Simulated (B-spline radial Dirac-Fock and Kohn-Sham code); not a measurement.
# K-line shifts caused by a second vacancy in S²⁻

System: sulfur as S²⁻, 1s2 2s2 2p6 3s2 3p6, inside a Watson sphere of charge +2 and radius 1.84 Å (a model of the Madelung potential; inside it an electron's potential energy is lowered by 15.7 eV).

Input file task.json (cfg lists n, l and occupation; rrms is the nuclear radius in fm):

```json
{"items": [{
  "Z": 16,
  "q": -2,
  "cfg": [[1, 0, 2], [2, 0, 2], [2, 1, 6], [3, 0, 2], [3, 1, 6]],
  "A": 32,
  "rrms": 3.2611,
  "watson": [2, 1.84],
  "do": ["binding", "quiet", "double"]
}]}
```

Launch: `python xray_run.py task.json out`

Level of theory: relaxed Dirac-Fock hole states (ΔSCF) with Breit and QED corrections and a finite nucleus; a B-spline atomic structure program. Each two-hole energy is an average over J within one jj subconfiguration, not an observable level; in light atoms, where LS coupling holds, the j-resolved values are not observed lines, and for a K spectator the Kα1 hypersatellite is nearly forbidden. Electron correlation is not included.

Lines without a spectator: Kα2 (K-L2) 2306.7 eV, Kα1 (K-L3) 2307.9 eV, Kβ3 (K-M2) 2465.7 eV, Kβ1 (K-M3) 2465.8 eV. Shifts in eV with one spectator hole (a dash: not computed, or left out as unreliable):

```
spectator hole     Kα2     Kα1     Kβ3     Kβ1
        K (1s)  +160.5  +160.9  +196.6  +196.7
    L2 (2p1/2)  +10.72  +13.55       –   +36.1
    L3 (2p3/2)  +13.16  +12.35   +35.7       –
    M2 (3p1/2)       –   -0.03   +0.93   +1.55
    M3 (3p3/2)   -0.05       –   +1.51   +1.31
```

With n spectator holes in 2p, averaged over the 2p shell (energies in eV):

| n | KαLⁿ | step | hypersatellite KαʰLⁿ |
| --- | --- | --- | --- |
| 0 | 2307.4 | – | 2468.2 |
| 1 | 2320.2 | +12.8 | 2482.3 |
| 2 | 2334.2 | +14.0 | 2497.6 |
| 3 | 2349.5 | +15.3 | 2514.2 |
| 4 | 2366.2 | +16.6 | 2532.2 |
| 5 | 2384.1 | +17.9 | 2551.4 |
